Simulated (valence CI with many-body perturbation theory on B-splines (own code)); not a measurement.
The numbers below are computed, except where a source is named.
Ce27+: magnetic and hyperfine properties of the levels

Level of theory: valence CI with perturbative core correlation (CI+MBPT): three valence electrons over a frozen Dirac-Fock core [Ar] 3d10, radial functions for each j: 11 s, 11 p, 10 d, 8 f, 5 g, 2 h, with the one-electron correlation potential Σ1, the two-electron term Σ2, the three-electron term Σ3, Breit, model QED; selected CI, second order for the rest, scaled by the run's own slope (own B-spline code, finite nucleus).

No measured spectrum was set against this ion. As an estimate, large intervals hold to a few tenths of a per cent, small ones and those within an open d or f shell to about a per cent.

A/g_I is the dipole constant over the nuclear g factor μ/I (μ in nuclear magnetons, uniformly magnetised nucleus), B/Q the quadrupole constant per barn. Both hold the static response of the core; the bare values leave it out. Large factors of s and p1/2 electrons are usually good to 5 to 10 %; those of open d and f shells near neutrality can be off by tens of per cent, and small factors of p3/2, d and f electrons come from cancelling terms and can be off by a factor of two or in sign, in half-filled shells by more. B is blank for J = 1/2, where it vanishes, and for nearly pure S terms. Energies count from the lowest level.

Levels are named by their leading jj configuration (3d3/2^4 stands for four electrons in 3d with j = 3/2), which in mixed levels can hold well under half, so a name can repeat and another be missing. Letters in brackets count levels of one name in rising energy.

| Level | E (cm⁻¹) | g | A/g_I (MHz) | A/g_I bare | B/Q (MHz/b) | B/Q bare |
| --- | --- | --- | --- | --- | --- | --- |
| (4s^2 4p1/2) J=1/2 | 0 | 0.663 | 142000 | 136000 |  |  |
| (4s^2 4p3/2) J=3/2 | 209690 | 1.332 | 21500 | 20400 | 40700 | 38900 |
| (4s 4p1/2^2) J=1/2 | 470620 | 2.403 | 407000 | 390000 |  |  |
| (4s 4p1/2 4p3/2) J=3/2 [a] | 621580 | 1.691 | 115000 | 110000 | 33100 | 31600 |
| (4s 4p1/2 4p3/2) J=5/2 | 663290 | 1.416 | 131000 | 125000 | 11100 | 10600 |
| (4s 4p1/2 4p3/2) J=3/2 [b] | 728570 | 0.916 | -5490 | -5220 | 38000 | 36400 |
| (4s 4p1/2 4p3/2) J=1/2 | 756930 | 1.159 | -83300 | -79600 |  |  |
| (4s 4p3/2^2) J=5/2 | 858060 | 1.379 | 108000 | 103000 | 25500 | 24300 |
| (4s 4p3/2^2) J=1/2 | 967000 | 1.769 | 446000 | 427000 |  |  |
| (4s 4p3/2^2) J=3/2 | 970940 | 1.229 | -50900 | -48700 | -24900 | -23900 |
| (4s^2 4d3/2) J=3/2 | 1067700 | 0.823 | -339 | -32.8 | 9590 | 9230 |
| (4s^2 4d5/2) J=5/2 | 1103900 | 1.200 | 11000 | 10800 | 12600 | 12200 |
| (4p1/2^2 4p3/2) J=3/2 | 1219500 | 1.343 | 17500 | 17000 | 36400 | 34700 |
| (4p1/2 4p3/2^2) J=3/2 | 1386100 | 1.409 | -8740 | -7980 | -2510 | -2390 |
| (4p1/2 4p3/2^2) J=5/2 | 1391300 | 1.185 | 55300 | 53100 | -8770 | -8350 |
| (4s 4p1/2 4d3/2) J=3/2 [a] | 1426800 | 0.510 | -41600 | -39700 | 12800 | 12200 |
| (4s 4p1/2 4d3/2) J=5/2 | 1460300 | 1.058 | 71700 | 68900 | 5130 | 4950 |
| (4p1/2 4p3/2^2) J=1/2 | 1464100 | 0.663 | 136000 | 130000 |  |  |
| (4s 4p1/2 4d5/2) J=5/2 [a] | 1519300 | 1.439 | 71500 | 68900 | 9470 | 9090 |
| (4s 4p1/2 4d5/2) J=7/2 | 1519300 | 1.257 | 81400 | 78200 | 648 | 692 |
| (4s 4p1/2 4d3/2) J=3/2 [b] | 1521100 | 1.346 | 61900 | 59700 | 6080 | 5810 |
| (4s 4p1/2 4d3/2) J=1/2 | 1523200 | 0.346 | -171000 | -164000 |  |  |
| (4s 4p1/2 4d5/2) J=5/2 [b] | 1588900 | 0.953 | 10900 | 10600 | 22700 | 21800 |
| (4s 4p1/2 4d5/2) J=3/2 | 1612700 | 0.987 | -35700 | -33900 | 5960 | 5780 |
| (4p3/2^3) J=3/2 | 1623500 | 1.293 | 17300 | 16800 | -31200 | -29800 |
| (4s 4p3/2 4d5/2) J=9/2 | 1664800 | 1.332 | 61200 | 58800 | 49700 | 47500 |
| (4s 4p3/2 4d3/2) J=1/2 [a] | 1681200 | 2.365 | 244000 | 234000 |  |  |
| (4s 4p3/2 4d3/2) J=5/2 [a] | 1681300 | 1.289 | 74400 | 71400 | 4600 | 4380 |
| (4s 4p3/2 4d3/2) J=3/2 [a] | 1686300 | 1.473 | 79600 | 76500 | -9250 | -8870 |
| (4s 4p3/2 4d3/2) J=7/2 | 1687500 | 1.348 | 69900 | 67300 | 13500 | 12900 |
| (4s 4p3/2 4d5/2) J=5/2 [a] | 1731200 | 1.321 | 92000 | 88400 | -19200 | -18300 |
| (4s 4p3/2 4d3/2) J=3/2 [b] | 1745000 | 0.999 | -26100 | -24800 | -17900 | -17100 |
| (4s 4p3/2 4d5/2) J=7/2 [a] | 1781700 | 1.145 | -2690 | -2370 | 49200 | 47100 |
| (4s 4p3/2 4d3/2) J=5/2 [b] | 1786600 | 0.901 | -23500 | -22300 | 30600 | 29300 |
| (4s 4p3/2 4d5/2) J=7/2 [b] | 1797000 | 1.194 | 48700 | 46900 | 26100 | 25000 |
| (4s 4p3/2 4d3/2) J=1/2 [b] | 1812900 | 0.610 | -21700 | -20400 |  |  |
| (4s 4p3/2 4d5/2) J=1/2 | 1842300 | 0.670 | -66000 | -62700 |  |  |
| (4s 4p3/2 4d5/2) J=3/2 | 1862800 | 1.315 | 59800 | 57800 | 8940 | 8570 |
| (4s 4p3/2 4d3/2) J=3/2 [c] | 1864900 | 1.040 | 48200 | 46200 | -27200 | -26000 |
| (4s 4p3/2 4d5/2) J=5/2 [b] | 1871100 | 1.150 | -32700 | -30900 | -20400 | -19400 |
